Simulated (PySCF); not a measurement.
C2H2Cl2.

```xyz
6

Cl    -0.0505     2.1576     0.0000
C      0.4457     0.4977     0.0000
C     -0.4457    -0.4977     0.0000
Cl     0.0505    -2.1576     0.0000
H      1.5256     0.3421     0.0000
H     -1.5256    -0.3421     0.0000
```
Charge 0, spin multiplicity 1.

Geometry optimised at TPSSh-D3(BJ)/def2-SVP.

Level of theory: KT2/pcSseg-2 in PySCF. Non-relativistic, no solvent.

Computed absolute GIAO shielding of each atom: isotropic value and principal components (ppm):
```
atom  σ(iso)    σ11    σ22    σ33   span
----  ------  -----  -----  -----  -----
Cl1    709.7  482.9  680.6  965.7  482.8
C2      53.6  -36.3   83.3  113.9  150.2
C3      53.6  -36.3   83.3  113.9  150.2
Cl4    709.7  482.9  680.6  965.7  482.8
H5      24.8   20.6   25.4   28.3    7.7
H6      24.8   20.6   25.4   28.3    7.7
```
